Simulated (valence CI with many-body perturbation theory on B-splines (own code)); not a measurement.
**E1 line list for Ir⁶⁺**

Level of theory: configuration interaction combined with many-body perturbation theory (CI+MBPT): three valence electrons over a frozen Dirac-Fock core [Xe] 4f14, a basis of 9 s, 9 p, 10 d, 8 f, 5 g, 3 h, 1 i functions for each j, with the one-electron correlation potential Σ1 (screened to all orders), the two-electron term Σ2, the three-electron term Σ3, Breit, model QED; selected single and double excitations, second order for the rest, scaled by the run's own slope (own B-spline code, finite nucleus).

No measured spectrum was set against this ion. As an estimate, terms of the open shell hold to 2 to 4 % of their energy, and close levels can change places; different configurations can be misplaced against each other by 1,000 to 8,000 cm⁻¹. Core correlation moves these levels by up to 17000 cm⁻¹, and in measured spectra 5 to 20 % of such shifts remained as error; rates that hang on mixing are uncertain with them.

Lines 101 to 150 of 255 in falling wavelength, among levels below 279210 cm⁻¹, chosen from the strongest by gf and those to the six lowest levels. Wavelengths and rates use the calculated energies, so an error of 2000 cm⁻¹ moves a line at 48.74 nm by 0.97 % and its rate by three times that or more. Electric multipoles are in the length gauge, E1 and E2 with the static RPA response of the core. Weak lines are less certain than strong ones. Lines between different terms over intervals too small for the method are left out, as are lines whose strength nearly cancels. Where a level lies close to another of its J and parity, the split of strength between their lines is uncertain. The highest levels of a list are the least certain.

Levels are named by their leading jj configuration (3d3/2^4 stands for four electrons in 3d with j = 3/2), which in mixed levels can hold well under half, so a name can repeat and another be missing. Letters in brackets count levels of one name in rising energy.

| λ vac (nm) | Upper | Lower | A (s⁻¹) | S (a.u.) |
| --- | --- | --- | --- | --- |
| 48.74 | (5d3/2^2 6p1/2) J=3/2 | (5d3/2^2 5d5/2) J=1/2 | 1.59e+08 | 3.64e-02 |
| 48.68 | (5d3/2^2 6p1/2) J=5/2 | (5d3/2^2 5d5/2) J=7/2 | 5.09e+07 | 1.74e-02 |
| 48.08 | (5d3/2^2 6p1/2) J=3/2 | (5d3/2^2 5d5/2) J=3/2 | 4.92e+08 | 1.08e-01 |
| 47.29 | (5d3/2^2 6p1/2) J=5/2 | (5d3/2^2 5d5/2) J=5/2 | 7.10e+06 | 2.22e-03 |
| 47.27 | (5d5/2^2 6p1/2) J=7/2 | (5d3/2 5d5/2^2) J=5/2 [c] | 1.40e+09 | 5.83e-01 |
| 47.10 | (5d5/2^2 6p1/2) J=5/2 | (5d5/2^3) J=3/2 | 7.26e+08 | 2.25e-01 |
| 46.78 | (5d5/2^2 6p1/2) J=5/2 | (5d3/2 5d5/2^2) J=7/2 [b] | 1.34e+09 | 4.07e-01 |
| 46.36 | (5d3/2 5d5/2 6p1/2) J=7/2 [b] | (5d3/2 5d5/2^2) J=5/2 [a] | 2.02e+09 | 7.93e-01 |
| 46.21 | (5d3/2 5d5/2 6p1/2) J=7/2 [a] | (5d3/2^2 5d5/2) J=9/2 | 9.45e+08 | 3.68e-01 |
| 46.09 | (5d3/2^2 6p1/2) J=3/2 | (5d3/2^2 5d5/2) J=5/2 | 2.74e+07 | 5.31e-03 |
| 46.07 | (5d3/2 5d5/2 6p3/2) J=5/2 [a] | (5d3/2 5d5/2^2) J=5/2 [c] | 1.39e+09 | 4.02e-01 |
| 45.87 | (5d3/2^2 6p1/2) J=1/2 | (5d3/2^2 5d5/2) J=1/2 | 6.14e+08 | 5.85e-02 |
| 45.81 | (5d3/2 5d5/2 6p1/2) J=5/2 [a] | (5d3/2^2 5d5/2) J=3/2 | 2.22e+09 | 6.33e-01 |
| 45.56 | (5d3/2^2 6p1/2) J=5/2 | (5d3/2^3) J=3/2 | 1.34e+09 | 3.74e-01 |
| 45.48 | (5d5/2^2 6p1/2) J=3/2 | (5d3/2 5d5/2^2) J=5/2 [b] | 2.32e+09 | 4.31e-01 |
| 45.48 | (5d3/2 5d5/2 6p1/2) J=7/2 [a] | (5d3/2^2 5d5/2) J=7/2 | 4.81e+08 | 1.79e-01 |
| 45.43 | (5d3/2 5d5/2 6p3/2) J=9/2 [a] | (5d3/2 5d5/2^2) J=11/2 | 7.02e+08 | 3.25e-01 |
| 45.29 | (5d3/2^2 6p1/2) J=1/2 | (5d3/2^2 5d5/2) J=3/2 | 3.40e+08 | 3.12e-02 |
| 45.20 | (5d3/2 5d5/2 6p1/2) J=5/2 [a] | (5d3/2^2 5d5/2) J=7/2 | 9.54e+06 | 2.61e-03 |
| 44.90 | (5d3/2^2 6p3/2) J=5/2 | (5d3/2 5d5/2^2) J=7/2 [a] | 1.14e+09 | 3.06e-01 |
| 44.86 | (5d3/2^2 6p3/2) J=7/2 | (5d3/2 5d5/2^2) J=9/2 | 8.25e+08 | 2.94e-01 |
| 44.76 | (5d3/2 5d5/2 6p1/2) J=3/2 [a] | (5d3/2^2 5d5/2) J=1/2 | 2.33e+09 | 4.12e-01 |
| 44.69 | (5d3/2 5d5/2 6p3/2) J=5/2 [b] | (5d5/2^3) J=3/2 | 1.30e+09 | 3.44e-01 |
| 44.51 | (5d3/2 5d5/2 6p1/2) J=1/2 | (5d3/2^2 5d5/2) J=1/2 | 7.18e+08 | 6.25e-02 |
| 44.50 | (5d3/2 5d5/2 6p3/2) J=9/2 [b] | (5d3/2 5d5/2^2) J=11/2 | 3.24e+09 | 1.41e+00 |
| 44.44 | (5d3/2^2 6p1/2) J=3/2 | (5d3/2^3) J=3/2 | 8.72e+09 | 1.51e+00 |
| 44.40 | (5d3/2 5d5/2 6p3/2) J=5/2 [b] | (5d3/2 5d5/2^2) J=7/2 [b] | 1.72e+09 | 4.46e-01 |
| 44.28 | (5d3/2 5d5/2 6p1/2) J=9/2 | (5d3/2^2 5d5/2) J=9/2 | 4.04e+09 | 1.73e+00 |
| 44.27 | (5d3/2 5d5/2 6p1/2) J=7/2 [a] | (5d3/2^2 5d5/2) J=5/2 | 1.48e+09 | 5.06e-01 |
| 44.27 | (5d3/2 5d5/2 6p3/2) J=7/2 [b] | (5d3/2 5d5/2^2) J=5/2 [b] | 1.10e+09 | 3.77e-01 |
| 44.25 | (5d5/2^2 6p1/2) J=3/2 | (5d3/2 5d5/2^2) J=1/2 | 2.17e+09 | 3.72e-01 |
| 44.20 | (5d3/2 5d5/2 6p1/2) J=3/2 [a] | (5d3/2^2 5d5/2) J=3/2 | 1.06e+09 | 1.81e-01 |
| 44.00 | (5d3/2 5d5/2 6p1/2) J=5/2 [a] | (5d3/2^2 5d5/2) J=5/2 | 4.85e+09 | 1.22e+00 |
| 43.97 | (5d3/2 5d5/2 6p1/2) J=5/2 [b] | (5d3/2^2 5d5/2) J=3/2 | 4.94e+08 | 1.24e-01 |
| 43.96 | (5d5/2^2 6p1/2) J=3/2 | (5d3/2 5d5/2^2) J=3/2 [a] | 4.93e+09 | 8.26e-01 |
| 43.96 | (5d3/2 5d5/2 6p1/2) J=1/2 | (5d3/2^2 5d5/2) J=3/2 | 5.69e+09 | 4.78e-01 |
| 43.95 | (5d5/2^2 6p1/2) J=5/2 | (5d3/2 5d5/2^2) J=3/2 [a] | 1.83e+09 | 4.60e-01 |
| 43.93 | (5d3/2 5d5/2 6p3/2) J=7/2 [c] | (5d3/2 5d5/2^2) J=7/2 [b] | 3.73e+09 | 1.25e+00 |
| 43.92 | (5d3/2 5d5/2 6p1/2) J=7/2 [b] | (5d3/2^2 5d5/2) J=9/2 | 2.38e+09 | 7.95e-01 |
| 43.78 | (5d3/2 5d5/2 6p3/2) J=9/2 [c] | (5d5/2^3) J=9/2 | 4.97e+08 | 2.06e-01 |
| 43.76 | (5d3/2 5d5/2 6p1/2) J=3/2 [b] | (5d3/2^2 5d5/2) J=1/2 | 1.83e+07 | 3.03e-03 |
| 43.71 | (5d3/2^2 6p3/2) J=3/2 [a] | (5d3/2^2 5d5/2) J=1/2 | 2.62e+09 | 4.32e-01 |
| 43.66 | (5d5/2^2 6p1/2) J=7/2 | (5d3/2 5d5/2^2) J=9/2 | 1.44e+09 | 4.72e-01 |
| 43.65 | (5d3/2 5d5/2 6p3/2) J=3/2 [c] | (5d5/2^3) J=3/2 | 1.28e+09 | 2.10e-01 |
| 43.64 | (5d3/2 5d5/2 6p3/2) J=9/2 [a] | (5d3/2 5d5/2^2) J=9/2 | 1.06e+09 | 4.33e-01 |
| 43.61 | (5d3/2 5d5/2 6p3/2) J=3/2 [a] | (5d3/2 5d5/2^2) J=1/2 | 1.94e+09 | 3.17e-01 |
| 43.61 | (5d3/2 5d5/2 6p3/2) J=3/2 [b] | (5d3/2 5d5/2^2) J=5/2 [c] | 4.68e+09 | 7.67e-01 |
| 43.61 | (5d3/2 5d5/2 6p1/2) J=9/2 | (5d3/2^2 5d5/2) J=7/2 | 1.15e+09 | 4.71e-01 |
| 43.45 | (5d5/2^2 6p3/2) J=1/2 | (5d5/2^3) J=3/2 | 9.09e+09 | 7.36e-01 |
| 43.43 | (5d5/2^2 6p1/2) J=7/2 | (5d3/2 5d5/2^2) J=7/2 [a] | 5.24e+09 | 1.69e+00 |
